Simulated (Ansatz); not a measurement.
Isolated molecules relaxed with PBE0-D4/def2-TZVP in Ansatz; ΔE leaves out vibrations. CCSD(T)/CBS adds triple-zeta CCSD(T) − MP2 to the extrapolated MP2 energy (def2 sets, frozen cores). DFT in def2-TZVPP. B3LYP here is the variant with VWN-RPA as its local correlation; programs differ in this. For Ge outer-core shells are correlated without core-valence functions, which leaves a few kJ/mol of doubt a bond. Scalar relativity is left out up to krypton. One conformer a species, not always the lowest.

Consider the redistribution: `Cl[SiH2][SiH2][GeH3]` + `CBCN` → `NC[SiH2][SiH2]Cl` + `C[BH][GeH3]`.

(1) Is it downhill or uphill in electronic energy at CCSD(T)/CBS, and by how much? (Estimate.)

(2) What do these levels give: B3LYP-D4, B2PLYP, PBE, r2SCAN, MP2/def2-QZVPP, SCS-MP2/def2-QZVPP? (Best estimate.)

Largest T1 diagnostic among the species: 0.012.

Results:

(1) Ansatz gave: Uphill: ΔE = +48.6 kJ/mol.

(2) Ansatz gave: B3LYP-D4 51.6, B2PLYP 50.2, PBE 53.7, r2SCAN 53.9, MP2/def2-QZVPP 49.4, SCS-MP2/def2-QZVPP 47.2 kJ/mol.
